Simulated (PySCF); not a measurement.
Structure problem from calculated spectra and properties.

Formula: C6H11ClOSi.

* 13C NMR: chemical shifts (computed TMS as zero) by class: 82.5 (1 C), 69.3 (1 C), 51.7 (1 C), 50.1 (1 C), 46.3 (1 C), 40.6 (1 C) ppm [GIAO PBE/pcSseg-1]
* UV, strongest line: among the 10 lowest singlet transitions: S8 at 8.25 eV (150 nm, f = 0.068) [TDDFT CAM-B3LYP/def2-SVPD]
* UV, first state: lowest singlet excitation: 7.23 eV (171 nm, f = 0.002) [TDDFT CAM-B3LYP/def2-SVPD]
* Triplet: lowest triplet excitation (Tamm–Dancoff): 6.91 eV [TDA CAM-B3LYP/def2-SVPD]
* Polarisability: 108.6 au [CAM-B3LYP/def2-SVPD]
* 1H NMR: chemical shifts (computed TMS as zero) by class: 4.97 (3 H), 4.26 (1 H), 2.34 (1 H), 2.12 (1 H), 2.06 (1 H), 1.75 (1 H), 1.72 (1 H), 1.58 (1 H), 1.41 (1 H) ppm [GIAO PBE/pcSseg-1]
* Rotational structure: rotational constants A, B, C: 3.423, 0.583, 0.560 GHz [PBE0-D3(BJ)/def2-SVP]

Electronic properties: PySCF, gas phase, density fitting. Levels stand in brackets. Isolated species at its PBE0-D3(BJ)/def2-SVP geometry (one conformer only). NMR values are class means; diastereotopic atoms form classes of their own.

Problem. Propose a structure and show how it fits.

Solution. Numbering: `[SiH3:1][O:2][C@@H:3]1[CH2:4][C@:5]2([Cl:6])[CH2:7][C@H:8]1[CH2:9]2`. Its formula, C6H11ClOSi, gives 2 degrees of unsaturation: 2 rings and 0 π bonds in the structure found. 6 carbons fall into 6 classes; from least to most shielded: ring sp3 carbon bound to oxygen [C3] (82.5 ppm), sp3 C–Cl carbon [C5] (69.3 ppm), four-membered-ring carbon [C9] (51.7 ppm), ring CH2 carbon [C4] (50.1 ppm), four-membered-ring carbon [C7] (46.3 ppm), sp3 carbon at a ring junction [C8] (40.6 ppm). Hydrogen classes from least to most shielded: 3 H on an oxygen-bound silicon, Si1 (4.97 ppm), 1 H on an sp3 carbon bound to oxygen, C3 (4.26 ppm), 1 H on an sp3 carbon at a ring junction, C8 (2.34 ppm), 1 H on a ring CH2 carbon, C4 (2.12 ppm), 1 H on a four-membered-ring carbon, C7 (2.06 ppm), 1 H on a four-membered-ring carbon, C9 (1.75 ppm), 1 H on a ring CH2 carbon, C4 (1.72 ppm), 1 H on a four-membered-ring carbon, C7 (1.58 ppm), 1 H on a four-membered-ring carbon, C9 (1.41 ppm). The optimised geometry has point group C1 and is an asymmetric top. Structure: `[SiH3]O[C@@H]1C[C@]2(Cl)C[C@H]1C2`. Computed isomers that give other values at the same levels: `C=CC[C@@H]1[SiH2]OC[C@H]1Cl` (13C chemical shifts (computed TMS as zero) by class: 147.5 (1 C), 121.5 (1 C), 79.9 (1 C), 69.5 (1 C), 39.2 (1 C), 39.1 (1 C) ppm); `C=CC[C@@H]1[SiH2]OC[C@@H]1Cl` (13C chemical shifts (computed TMS as zero) by class: 146.8 (1 C), 121.4 (1 C), 80.6 (1 C), 76.1 (1 C), 40.3 (1 C), 40.1 (1 C) ppm); `C=C[C@@H]1C[Si@H](Cl)CCO1` (13C chemical shifts (computed TMS as zero) by class: 149.8 (1 C), 118.0 (1 C), 86.9 (1 C), 70.8 (1 C), 28.0 (1 C), 20.4 (1 C) ppm). The assignments are read from this structure; whether some other isomer fits the data as well wasn't checked. The mirror image fits equally.
